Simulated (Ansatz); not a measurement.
Ansatz (a program for electronic structure) input:
A basis named .json is the Basis Set Exchange file of that set.

Ansatz 0.2 input:
```yaml
crystal:
  periodic: [false, false, false]
  atoms:
    - {symbol: B, position_ang: [-0.00000000, -0.00000000, -0.78400376]}
    - {symbol: B, position_ang: [0.00000000, 0.00000000, 0.78400376]}
basis:
  gaussian:
    orbitals: def2-QZVPPD.json
    fitting: {mean_field: def2-universal-jkfit, correlation: def2-QZVPPD-RIFIT.json}
total_charge: 1
magnetization: {spin_polarized: true, initial_magnetization: 1}
correlation: {method: mp2, electrons: outside_noble_gas}
```

### Question
What final total energy does it print?

### Answer
-48.90981 Eh (RI-MP2/def2-QZVPPD). The basis has 126 functions.

This state (charge 1, doublet) is run at the relaxed geometry of the species with charge 0 and multiplicity 3.

The determinant is spin-contaminated: <S^2> is 1.69 against 0.75 for a pure state.
